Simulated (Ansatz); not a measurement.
The cluster SnGe2. Charge 0, multiplicity 5. Geometry r2SCAN-D4/def2-TZVP; atoms count from 1.

Cartesian coordinates in Å:
```
Ge -0.344 -0.090 1.592
Ge -0.249 1.306 -0.478
Sn 0.593 -1.216 -1.114
```

In the def2 sets Sn takes a core potential; there is no spin–orbit coupling. At PBE0-D4/def2-TZVP a singlet of charge 0 lies 1.69 eV below the quintet, each at its own geometry. The structure comes from a short search, and lower isomers may exist.

(1) Estimate the Mulliken populations from the PBE0/def2-TZVP orbitals of Ansatz.

(2) Where does the spin sit?

(3) And the Mayer bond orders between bonded heavy atoms (over 0.3)?

## Answers

(1) 
```
atom  charge (e)  spin (α − β)
 Ge1       -0.07          1.46
 Ge2        0.03          1.06
 Sn3        0.04          1.48
```
Mulliken values and Mayer orders depend strongly on the basis.

(2) Summed by element: Ge 2.52, Sn 1.48, of 4 unpaired in all. Largest on single atoms: Sn3 1.48, Ge1 1.46, Ge2 1.06.

(3) Ge1–Ge2 1.21 (2.50 Å); Ge1–Sn3 0.74 (3.08 Å); Ge2–Sn3 0.98 (2.73 Å).
